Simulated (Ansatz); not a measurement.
Basis sets compared for Si₃O₃⁻. Charge -1, multiplicity 2. Geometry r2SCAN-D4/def2-SVPD. Ansatz on 4 threads of Intel Xeon on a shared host; times are rough, and most runs start from earlier orbitals.

```
atom   x (Å)   y (Å)   z (Å)
 Si1  -0.674  -0.060   0.911
 Si2   1.727   0.327  -0.804
 Si3  -1.231  -0.453  -1.366
  O4   1.001   0.324   0.718
  O5  -1.277  -0.042   2.354
  O6   0.454  -0.096  -1.813
```

The structure comes from a short search, and lower isomers may exist.

| level | functions | energy (Eh) | HOMO (eV) | LUMO (eV) | wall time |
| --- | --- | --- | --- | --- | --- |
| PBE-D4/def2-SVPD | 141 | -1093.2698 | -0.06 | 0.84 | 2 s |
| PBE0-D4/def2-SVPD | 141 | -1093.3212 | -0.91 | 1.66 | 2.7 s |

Problem. Estimate the rows for PBE-D4/def2-TZVPD, PBE0-D4/def2-TZVPD.

Solution. 
```
             level  functions  energy (Eh)  HOMO (eV)  LUMO (eV)  wall time
 PBE-D4/def2-TZVPD        249   -1093.8405      -0.08       0.82      3.7 s
PBE0-D4/def2-TZVPD        249   -1093.8914      -0.92       1.65        8 s
```
